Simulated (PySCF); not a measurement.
## Trend along the alkali metals: MTl cations

PBE0 with double-zeta basis sets in PySCF, for the lowest determinant that a PBE0 search found; no spin–orbit coupling. De refers to high-spin ground-configuration atoms (the charge goes to the atom of lower measured ionisation energy or higher electron affinity, which is not always the lowest computed limit). A positive dipole points towards Tl; it is taken about the centre of mass and depends on that origin.

```json
{"M": "Li", "basis": "def2-SVP", "charged atom": "Li+", "state (unpaired electrons)": "doublet (σ ↑)", "Re (Å)": "3.317", "ωe (cm⁻¹)": "165", "De (eV)": "n/a", "μ (D)": "-9.20"}
{"M": "Na", "basis": "cc-pVDZ/cc-pVDZ-PP", "charged atom": "Na+", "state (unpaired electrons)": "doublet (σ ↑)", "Re (Å)": "3.612", "ωe (cm⁻¹)": "92.0", "De (eV)": "n/a", "μ (D)": "-8.99"}
{"M": "K", "basis": "def2-SVP", "charged atom": "K+", "state (unpaired electrons)": "doublet (σ ↑)", "Re (Å)": "4.146", "ωe (cm⁻¹)": "60.3", "De (eV)": "n/a", "μ (D)": "-11.73"}
{"M": "Rb", "basis": "def2-SVP", "charged atom": "Rb+", "state (unpaired electrons)": "doublet (σ ↑)", "Re (Å)": "4.225", "ωe (cm⁻¹)": "41.4", "De (eV)": "n/a", "μ (D)": "-9.80"}
{"M": "Cs", "basis": "def2-SVP", "charged atom": "Cs+", "state (unpaired electrons)": "doublet (σ ↑)", "Re (Å)": "4.462", "ωe (cm⁻¹)": "35.1", "De (eV)": "n/a", "μ (D)": "-8.88"}
```

The shortest bond is that of LiTl⁺ (3.317 Å), the longest that of CsTl⁺ (4.462 Å).

The rows differ in basis set, which adds steps of its own.

Down a group the atoms grow and get heavier, so bonds lengthen and wavenumbers fall; this series shows no clear exception.

Spin–orbit coupling is left out, which matters for elements this heavy, above all for dissociation energies. States were picked by a PBE0 search and need not be the measured ground states.
